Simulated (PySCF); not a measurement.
## Spinor energies of Cs⁴⁶⁺ (caesium, charge +46)

Start: [He] 2s2 2p5; 2p1/2 filled at m_j = +1/2; 2p3/2 filled at m_j = -3/2, -1/2, +1/2, +3/2. Calculated with PySCF 2.14 in an even-tempered Gaussian basis (17 s from 25 bohr⁻², ratio 2.4; 13 p from 33 bohr⁻², ratio 2.4; 5 d from 120 bohr⁻², ratio 2.6; 4 f from 180 bohr⁻², ratio 2.6): generalised Hartree-Fock with the X2C-1e Hamiltonian and a Gaussian nucleus; one run each with spin-orbit coupling (SO) screened by Boettger's factors, then bare. This is a chosen level, not necessarily the ground level.

```json
{"spinor shell": "1s1/2", "electrons": "2", "ε, screened SO (eV)": "-39618.2", "ε, bare SO (eV)": "-39618.4", "weight of nominal j (bare SO)": "1.000", "rms radius, bare SO (bohr)": "0.0298"}
{"spinor shell": "2s1/2", "electrons": "2", "ε, screened SO (eV)": "-8895.0", "ε, bare SO (eV)": "-8895.1", "weight of nominal j (bare SO)": "1.000", "rms radius, bare SO (bohr)": "0.118"}
{"spinor shell": "2p1/2", "electrons": "1", "ε, screened SO (eV)": "-8632.1", "ε, bare SO (eV)": "-8643.1", "weight of nominal j (bare SO)": "1.000", "rms radius, bare SO (bohr)": "0.101"}
{"spinor shell": "2p3/2", "electrons": "4", "ε, screened SO (eV)": "-8242.9", "ε, bare SO (eV)": "-8238.8", "weight of nominal j (bare SO)": "1.000", "rms radius, bare SO (bohr)": "0.106"}
```

| quantity | screened SO | bare SO |
| --- | --- | --- |
| E (hartree) | -5482.23105 | -5482.02200 |
| M_J | 1/2 | 1/2 |
| ⟨J²⟩ | 0.750 | 0.750 |
| ⟨L²⟩ | 2.005 | 2.005 |
| ⟨S²⟩ | 0.755 | 0.755 |

Each row is a mean over spinors that exchange with the open shell spreads, by up to 15.271 eV (2p3/2).

Breit and QED terms are absent; they matter most for the inner s and p1/2 levels.

Densities and radii are taken from the X2C orbitals without a picture-change correction, which distorts them close to the nucleus.
